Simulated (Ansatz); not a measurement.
iodine monochloride (ClI), singlet, at a GFN2-xTB geometry (core potentials on I); B3LYP5/def2-SVPD (Ansatz, a quantum-chemistry and plane-wave program).

Ansatz was given this input:
Ansatz 0.2 input:
```yaml
crystal:
  periodic: [false, false, false]
  atoms:
    - {symbol: Cl, position_ang: [-0.00000000, -0.00000000, -1.74625450]}
    - {symbol: I, position_ang: [0.00000000, 0.00000000, 0.56011937]}
basis:
  gaussian:
    orbitals: def2-SVPD
hamiltonian:
  xc: b3lyp5
```

Problem. Predict the main parts of the log of this Ansatz run.

Solution. 
```
Functional definition: B3LYP5
687 factors; integrals over basis functions are off by at most 3.5e-4 eV
mean field evaluation 1: about -20617.8210 eV, gradient 9.7e0 eV
mean field evaluation 2: about -20617.4996 eV, gradient 1.4e1 eV
mean field evaluation 4: about -20618.0944 eV, gradient 4.4e-1 eV
mean field evaluation 8: about -20618.1156 eV, gradient 2.7e-3 eV
mean field -20618.11563339 eV, -757.7017740663 hartree, gradient 1.7e-5 eV, S^2 0.000000; 0 other end points of the search recorded, 0 dependent functions left out
reference -20618.11583794 eV, -757.7017815835 hartree; 21, 21 occupied and 41, 41 virtual orbitals, 687 factors
Total energy: -20618.11583794 eV, -757.7017815835 hartree
```
